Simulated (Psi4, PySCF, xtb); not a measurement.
Intermolecular potential of H4Ge ··· Cl2 (SMILES [GeH4] and ClCl). Monomers: optimised at B3LYP-D3(BJ) (def2-TZVP), held rigid. Orientation: lowest of the rigid-body minima from ten starts at GFN2-xTB. Only R, the distance of the centres of mass, is varied, so the lowest point isn't the relaxed dimer.

Computed with: GFN1-xTB (xtb); RKS-B3LYP/6-31G* = restricted B3LYP/6-31G*, spherical d, no counterpoise correction in PySCF 2.14.0; RHF/6-31G* = restricted Hartree-Fock/6-31G*, spherical d, no counterpoise correction run with PySCF; SAPT0/jun-cc-pVDZ, frozen core (Psi4).

Interaction energies in kcal/mol; the last columns give the difference from SAPT0:

```json
[
 {"R / Å": "3.53", "GFN1-xTB": "-7.38", "RKS-B3LYP/6-31G*": "21.68", "RHF/6-31G*": "31.74", "SAPT0/jun-cc-pVDZ": "24.86", "GFN1-xTB − SAPT0/jun-cc-pVDZ": "-32.24", "RKS-B3LYP/6-31G* − SAPT0/jun-cc-pVDZ": "-3.18", "RHF/6-31G* − SAPT0/jun-cc-pVDZ": "6.88"},
 {"R / Å": "3.71", "GFN1-xTB": "-12.11", "RKS-B3LYP/6-31G*": "11.90", "RHF/6-31G*": "18.63", "SAPT0/jun-cc-pVDZ": "14.16", "GFN1-xTB − SAPT0/jun-cc-pVDZ": "-26.27", "RKS-B3LYP/6-31G* − SAPT0/jun-cc-pVDZ": "-2.26", "RHF/6-31G* − SAPT0/jun-cc-pVDZ": "4.48"},
 {"R / Å": "3.94", "GFN1-xTB": "-13.33", "RKS-B3LYP/6-31G*": "5.37", "RHF/6-31G*": "9.30", "SAPT0/jun-cc-pVDZ": "6.66", "GFN1-xTB − SAPT0/jun-cc-pVDZ": "-19.99", "RKS-B3LYP/6-31G* − SAPT0/jun-cc-pVDZ": "-1.29", "RHF/6-31G* − SAPT0/jun-cc-pVDZ": "2.64"},
 {"R / Å": "4.16", "GFN1-xTB": "-12.36", "RKS-B3LYP/6-31G*": "2.45", "RHF/6-31G*": "4.74", "SAPT0/jun-cc-pVDZ": "3.07", "GFN1-xTB − SAPT0/jun-cc-pVDZ": "-15.43", "RKS-B3LYP/6-31G* − SAPT0/jun-cc-pVDZ": "-0.62", "RHF/6-31G* − SAPT0/jun-cc-pVDZ": "1.67"},
 {"R / Å": "4.34", "GFN1-xTB": "-11.00", "RKS-B3LYP/6-31G*": "1.29", "RHF/6-31G*": "2.73", "SAPT0/jun-cc-pVDZ": "1.54", "GFN1-xTB − SAPT0/jun-cc-pVDZ": "-12.54", "RKS-B3LYP/6-31G* − SAPT0/jun-cc-pVDZ": "-0.25", "RHF/6-31G* − SAPT0/jun-cc-pVDZ": "1.19"},
 {"R / Å": "4.60", "GFN1-xTB": "-8.83", "RKS-B3LYP/6-31G*": "0.53", "RHF/6-31G*": "1.24", "SAPT0/jun-cc-pVDZ": "0.47", "GFN1-xTB − SAPT0/jun-cc-pVDZ": "-9.30", "RKS-B3LYP/6-31G* − SAPT0/jun-cc-pVDZ": "0.06", "RHF/6-31G* − SAPT0/jun-cc-pVDZ": "0.76"},
 {"R / Å": "4.91", "GFN1-xTB": "-6.44", "RKS-B3LYP/6-31G*": "0.22", "RHF/6-31G*": "0.49", "SAPT0/jun-cc-pVDZ": "0.02", "GFN1-xTB − SAPT0/jun-cc-pVDZ": "-6.46", "RKS-B3LYP/6-31G* − SAPT0/jun-cc-pVDZ": "0.20", "RHF/6-31G* − SAPT0/jun-cc-pVDZ": "0.47"},
 {"R / Å": "5.40", "GFN1-xTB": "-3.59", "RKS-B3LYP/6-31G*": "0.09", "RHF/6-31G*": "0.14", "SAPT0/jun-cc-pVDZ": "-0.10", "GFN1-xTB − SAPT0/jun-cc-pVDZ": "-3.49", "RKS-B3LYP/6-31G* − SAPT0/jun-cc-pVDZ": "0.19", "RHF/6-31G* − SAPT0/jun-cc-pVDZ": "0.24"},
 {"R / Å": "6.10", "GFN1-xTB": "-1.36", "RKS-B3LYP/6-31G*": "0.04", "RHF/6-31G*": "0.05", "SAPT0/jun-cc-pVDZ": "-0.06", "GFN1-xTB − SAPT0/jun-cc-pVDZ": "-1.30", "RKS-B3LYP/6-31G* − SAPT0/jun-cc-pVDZ": "0.10", "RHF/6-31G* − SAPT0/jun-cc-pVDZ": "0.11"},
 {"R / Å": "7.17", "GFN1-xTB": "-0.27", "RKS-B3LYP/6-31G*": "0.01", "RHF/6-31G*": "0.02", "SAPT0/jun-cc-pVDZ": "-0.02", "GFN1-xTB − SAPT0/jun-cc-pVDZ": "-0.24", "RKS-B3LYP/6-31G* − SAPT0/jun-cc-pVDZ": "0.03", "RHF/6-31G* − SAPT0/jun-cc-pVDZ": "0.04"},
 {"R / Å": "8.48", "GFN1-xTB": "-0.04", "RKS-B3LYP/6-31G*": "0.00", "RHF/6-31G*": "0.01", "SAPT0/jun-cc-pVDZ": "-0.01", "GFN1-xTB − SAPT0/jun-cc-pVDZ": "-0.03", "RKS-B3LYP/6-31G* − SAPT0/jun-cc-pVDZ": "0.01", "RHF/6-31G* − SAPT0/jun-cc-pVDZ": "0.01"}
]
```

GFN1-xTB is furthest from SAPT0/jun-cc-pVDZ at 3.53 (-32.24 kcal/mol, below); its mean absolute difference over the points is 11.57 kcal/mol.

RKS-B3LYP/6-31G* is furthest from SAPT0/jun-cc-pVDZ at 3.53 (-3.18 kcal/mol, below); its mean absolute difference over the points is 0.75 kcal/mol.

RHF/6-31G* is furthest from SAPT0/jun-cc-pVDZ at 3.53 (6.88 kcal/mol, above); its mean absolute difference over the points is 1.68 kcal/mol.
